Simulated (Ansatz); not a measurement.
Mulliken charges of CH3Cl2FSSi (`CS[Si](F)(Cl)Cl`) from ωB97M-V/def2-TZVPP in Ansatz (PBE0-D4/def2-TZVP geometry).

```json
{"atom": "C1", "x (Å)": "0.044", "y (Å)": "-1.271", "z (Å)": "0.927", "charge (e)": "-0.349"}
{"atom": "S2", "x (Å)": "1.221", "y (Å)": "-0.517", "z (Å)": "-0.238", "charge (e)": "-0.125"}
{"atom": "Si3", "x (Å)": "0.052", "y (Å)": "1.075", "z (Å)": "-0.914", "charge (e)": "0.625"}
{"atom": "F4", "x (Å)": "-1.261", "y (Å)": "0.569", "z (Å)": "-1.643", "charge (e)": "-0.271"}
{"atom": "Cl5", "x (Å)": "1.149", "y (Å)": "2.143", "z (Å)": "-2.235", "charge (e)": "-0.155"}
{"atom": "Cl6", "x (Å)": "-0.607", "y (Å)": "2.270", "z (Å)": "0.594", "charge (e)": "-0.173"}
{"atom": "H7", "x (Å)": "-0.214", "y (Å)": "-0.574", "z (Å)": "1.723", "charge (e)": "0.148"}
{"atom": "H8", "x (Å)": "-0.853", "y (Å)": "-1.611", "z (Å)": "0.412", "charge (e)": "0.157"}
{"atom": "H9", "x (Å)": "0.558", "y (Å)": "-2.131", "z (Å)": "1.356", "charge (e)": "0.142"}
```

Question: By hand: the dipole of these point charges (1 e Å = 4.8032 D).

Answer: Σ q r = (0.047, -0.339, 0.336) e Å, of length 0.480 e Å = 2.31 D.

Question: How does the dipole of the full density compare? (An estimate is asked.)

Answer: Ansatz gave: (-0.022, -0.290, 0.308) e Å, 2.03 D; the point charges give 1.14 times that, at 9° from its direction.

Point charges leave out the atoms' own dipoles, such as those of lone pairs, and Mulliken's split depends on the basis, so the close match here is no proof of good charges.
